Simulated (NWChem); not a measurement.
Program: NWChem. System: CH3O3Re, charge 1, spin multiplicity 2, at the geometry of a parent with another charge or spin, in a state set for the comparison that need not be this species' ground state. Its SCF solution wasn't tested for a lower state.

The NWChem input:

```
start mol
memory heap 200 mb stack 900 mb global 1100 mb
charge 1
geometry units angstroms nocenter noautoz
  Re    -0.035558    -0.070381     0.000000
  O     -0.974429    -0.119180     1.413151
  O     -0.974429    -0.119180    -1.413151
  O      1.210114    -1.223304     0.000000
  C      0.898657     1.778283     0.000000
  H      0.133554     2.569740     0.000000
  H      1.525636     1.866237    -0.900526
  H      1.525636     1.866237     0.900526
  symmetry group Cs
end
basis spherical
  * library def2-tzvp
end
ecp
  Re library def2-ecp
end
dft
  xc b3lyp
  odft
  mult 2
  semidirect memsize 60000000 filesize 0
  iterations 100
end
task dft energy
```

The output up to the point where the run's verdict is printed (cleaned and shortened):

```
             Northwest Computational Chemistry Package (NWChem) 7.3.0
             --------------------------------------------------------

                                NWChem Input Module
                                -------------------

 Scaling coordinates for geometry "geometry" by  1.889725989
 (inverse scale =  0.529177249)

 Turning off AUTOSYM since
 SYMMETRY directive was detected!

                             Geometry "geometry" -> ""
                             -------------------------

 Output coordinates in angstroms (scale by  1.889725989 to convert to a.u.)

  No.       Tag          Charge          X              Y              Z
 ---- ---------------- ---------- -------------- -------------- --------------
    1 Re                  75.0000    -0.03555800    -0.07038100     0.00000000
    2 O                    8.0000    -0.97442900    -0.11918000     1.41315100
    3 O                    8.0000    -0.97442900    -0.11918000    -1.41315100
    4 O                    8.0000     1.21011400    -1.22330400     0.00000000
    5 C                    6.0000     0.89865700     1.77828300     0.00000000
    6 H                    1.0000     0.13355400     2.56974000     0.00000000
    7 H                    1.0000     1.52563600     1.86623700    -0.90052600
    8 H                    1.0000     1.52563600     1.86623700     0.90052600

 Effective nuclear repulsion energy (a.u.)     802.9749461904

            Nuclear Dipole moment (a.u.)
            ----------------------------
        X                 Y               Z
 ---------------- ---------------- ----------------
    -0.0000642507     0.0000472431     0.0000000000

      Symmetry information
      --------------------

 Group name             Cs
 Group number              2
 Group order               2
 No. of unique centers     6

      Symmetry unique atoms

     1    2    4    5    6    7


 Summary of "ao basis" -> "" (spherical)
 ------------------------------------------------------------------------------
       Tag                 Description            Shells   Functions and Types
[...]
 d= 0,ls=0.5,diis    75   -343.4551682186 -4.70D-03  4.21D-04  7.44D-03   209.3
                                                     1.04D-04  4.81D-03
 d= 0,ls=0.5,diis    76   -343.4600690618 -4.90D-03  6.79D-04  7.12D-03   211.6
                                                     2.29D-04  4.52D-03
 d= 0,ls=0.5,diis    77   -343.4689083103 -8.84D-03  5.97D-04  4.87D-03   213.8
                                                     1.30D-04  1.62D-03
 d= 0,ls=0.5,diis    78   -343.4754064253 -6.50D-03  6.48D-04  3.96D-03   216.4
                                                     1.20D-04  1.10D-03
 d= 0,ls=0.5,diis    79   -343.4819620687 -6.56D-03  7.60D-04  2.75D-03   218.7
                                                     2.02D-04  4.27D-04
 d= 0,ls=0.5,diis    80   -343.4880823368 -6.12D-03  4.22D-04  2.22D-03   222.1
                                                     7.40D-05  7.37D-04
 d= 0,ls=0.5,diis    81   -343.4909935249 -2.91D-03  4.72D-04  1.41D-03   224.6
                                                     9.07D-05  2.57D-04
 d= 0,ls=0.5,diis    82   -343.4935397475 -2.55D-03  3.30D-04  1.08D-03   227.7
                                                     6.63D-05  5.06D-04
 d= 0,ls=0.5,diis    83   -343.4952023318 -1.66D-03  2.68D-04  5.31D-04   230.5
                                                     3.75D-05  1.03D-04
 d= 0,ls=0.5,diis    84   -343.4962513208 -1.05D-03  2.19D-04  3.62D-04   232.9
                                                     3.40D-05  7.57D-05
 d= 0,ls=0.5,diis    85   -343.4969752600 -7.24D-04  1.68D-04  2.52D-04   235.4
                                                     3.15D-05  6.59D-05
 d= 0,ls=0.5,diis    86   -343.4974517416 -4.76D-04  1.28D-04  2.21D-04   238.0
                                                     3.30D-05  6.60D-05
 d= 0,ls=0.5,diis    87   -343.4978443818 -3.93D-04  9.48D-05  1.74D-04   240.3
                                                     4.13D-05  7.30D-05
 d= 0,ls=0.5,diis    88   -343.4982219107 -3.78D-04  7.19D-05  1.63D-04   242.6
                                                     3.48D-05  9.26D-05
 d= 0,ls=0.5,diis    89   -343.4985404804 -3.19D-04  5.82D-05  1.83D-04   244.9
                                                     2.82D-05  1.30D-04
 d= 0,ls=0.5,diis    90   -343.4988084482 -2.68D-04  4.82D-05  1.94D-04   247.3
                                                     2.68D-05  1.94D-04
 d= 0,ls=0.5,diis    91   -343.4990667251 -2.58D-04  3.35D-05  2.15D-04   249.7
                                                     1.80D-05  2.35D-04
 d= 0,ls=0.5,diis    92   -343.4991983703 -1.32D-04  2.56D-05  2.78D-04   252.1
                                                     1.31D-05  2.74D-04
 d= 0,ls=0.5,diis    93   -343.4992501628 -5.18D-05  2.44D-05  2.50D-04   254.5
                                                     1.99D-05  3.99D-04
 d= 0,ls=0.5,diis    94   -343.4990970345  1.53D-04  1.38D-05  3.00D-04   257.0
                                                     1.12D-05  4.66D-04
 d= 0,ls=0.5,diis    95   -343.4990459004  5.11D-05  1.67D-05  2.96D-04   259.6
                                                     8.07D-06  4.37D-04
 d= 0,ls=0.5,diis    96   -343.4989994506  4.64D-05  1.96D-05  2.88D-04   261.9
                                                     8.03D-06  3.81D-04
 d= 0,ls=0.5,diis    97   -343.4989353147  6.41D-05  1.52D-05  2.93D-04   264.4
                                                     5.13D-06  3.40D-04
 d= 0,ls=0.5,diis    98   -343.4988906665  4.46D-05  1.86D-05  2.92D-04   267.4
                                                     9.92D-06  3.13D-04
 d= 0,ls=0.5,diis    99   -343.4989758545 -8.52D-05  1.32D-05  2.39D-04   270.2
                                                     8.36D-06  3.51D-04
 d= 0,ls=0.5,diis   100   -343.4990487142 -7.29D-05  6.01D-05  2.38D-04   272.9
                                                     5.43D-05  3.87D-04
```

Convergence was not reached. The next line reads: Calculation failed to converge. NWChem stopped with the message: dft energy failed.
